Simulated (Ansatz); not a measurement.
Molecule: CdI, charge 0, multiplicity 2. The spin state was set by rule; other spins were not relaxed. 
Coordinates optimised at B3LYP-D3(BJ)/def2-TZVP (Ansatz, a first-principles code):
```
Cd
I 1 2.7554
```
Charge 0, spin multiplicity 2.

Property: atomisation energy (electronic, to ground-state atoms), in kcal/mol. Cores are frozen in the correlated levels unless marked. UHF or UKS for open shells. Spin-orbit coupling is left out. The frozen core is the preceding noble-gas configuration, with the filled d and f shells of earlier blocks. Past Kr the def2 sets carry scalar-relativistic core potentials. The coupled-cluster limit lacks core correlation, which all-electron functionals hold. CBS(X,Y): correlation extrapolated as X^-3; Hartree-Fock from the larger set.

| level | program | atomisation energy (kcal/mol) |
|---|---|---|
| PBE/def2-TZVPD | Ansatz | 28.3 |
| revPBE-D4/def2-TZVPD | Ansatz + dftd4 | 27.7 |
| PBE0-D3(BJ)/def2-TZVP | Ansatz + dftd3 | 30.8 |
| r2SCAN0/def2-TZVPD | Ansatz | 31.6 |
| LC-wPBE/def2-TZVPD | Ansatz | ? |
| wB97X-V/def2-TZVPD | Ansatz | ? |
| B2GP-PLYP/def2-TZVPD | Ansatz | 26.5 |
| PBE-QIDH/def2-TZVPD | Ansatz | 31.6 |
| SCS-MP2/def2-SVPD | Ansatz | 23.9 |
| CCSD/def2-SVP | Ansatz | ? |
| CCSD/def2-SVPD | Ansatz | 24.1 |
| CCSD/def2-TZVPP | Ansatz | ? |
| CCSD/def2-QZVPP | Ansatz | 25.5 |
| CCSD(T)/CBS(def2-TZVPPD,def2-QZVPPD) | Ansatz | 27.6 |

Q: Complete the blanks.

A: 
- LC-wPBE/def2-TZVPD, atomisation energy (kcal/mol): 31.3
- wB97X-V/def2-TZVPD, atomisation energy (kcal/mol): 29.3
- CCSD/def2-SVP, atomisation energy (kcal/mol): 22.0
- CCSD/def2-TZVPP, atomisation energy (kcal/mol): 22.9
